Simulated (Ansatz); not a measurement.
## What each rung costs, and what it gives

Saddle point of Si$_{2}$H$_{7}$SF, closed shell (Si₂H₅F ([F][SiH2][SiH3]) + H₂S → Si₂H₆S ([SiH3][SiH2][SH]) + HF; bonds formed: Si1–S7, F2–H6; bonds broken: Si1–F2, H6–S7), PBE0-D4/def2-TZVP structure:

```xyz
11
angstrom
Si -0.6614 -0.0071 -0.6588
F -0.1284 -1.7490 -0.0052
H -0.6735 1.2837 -1.4387
H -1.9438 -0.6146 -1.0830
Si -0.2518 0.7684 1.5094
H 0.7892 -1.6945 -0.9425
S 1.1700 -0.7513 -2.0284
H -0.7688 -0.1440 2.5607
H 1.2286 0.8765 1.6653
H -0.8292 2.1274 1.6953
H 2.0690 -0.0955 -1.2742
```

Barriers are electronic and count from the start structure reached by relaxing down the imaginary mode.

Computed with Ansatz 0.2.0 (basis: as named in each row); correlated methods freeze the cores. B3LYP uses VWN-RPA correlation. Extrapolation: Hartree–Fock as exp(−7.88 √X), correlation as X^−2.97.

Times are rough, for one single point on 4 threads of a shared host (Arm Neoverse V2).

The estimate by CCSD(T) at an estimated basis limit (MP2 extrapolated from triple and quadruple zeta, plus CCSD(T) − MP2 in triple zeta) is 44.13 kcal/mol.

```tsv
method	basis	time (s)	barrier (kcal/mol)	method less estimate
HF	STO-3G	under 1	67.64	23.51
PBE-D4	STO-3G	under 1	12.07	-32.06
SPW92	def2-SVP	under 1	21.91	-22.22
B3LYP-D4	6-31G	under 1	35.80	-8.33
PBE-D4	def2-SVP	under 1	29.68	-14.45
PBE0-D4	def2-SVP	under 1	35.16	-8.97
SPW92	def2-TZVPP	1	25.14	-19.00
PBE-D4	def2-TZVPP	2	32.33	-11.80
BLYP-D4	def2-TZVPP	2	38.30	-5.83
B3LYP-D4	def2-TZVPP	2	42.40	-1.73
BHLYP-D4	def2-TZVPP	2	48.78	4.65
CAM-B3LYP-D4	def2-TZVPP	3	44.11	-0.02
PBE0-D4	def2-TZVPP	3	37.99	-6.14
CCSD(T)	def2-SVP	3	45.24	1.11
r2SCAN-D4	def2-TZVPP	4	37.59	-6.54
wB97M-V	def2-SVP	4	38.65	-5.48
RPA on PBE	def2-TZVPP	4	44.73	0.59
r2SCAN0-D4	def2-TZVPP	5	41.29	-2.84
B2PLYP	def2-TZVPP	5	44.11	-0.03
PBE-QIDH	def2-TZVPP	6	42.03	-2.10
wB97X-V	def2-TZVPP	7	43.12	-1.01
B97M-V	def2-TZVPP	8	42.50	-1.64
wB97M-V	def2-TZVPP	8	41.68	-2.46
MP2	def2-QZVPP	17	42.43	-1.71
CCSD(T)	def2-TZVPP	110	44.97	0.83
```

All methods are single points on the PBE0-D4 structures.

The T1 diagnostic stays at or below 0.014.

Labels in which every atom is bracketed show which atoms are joined, not bond orders.
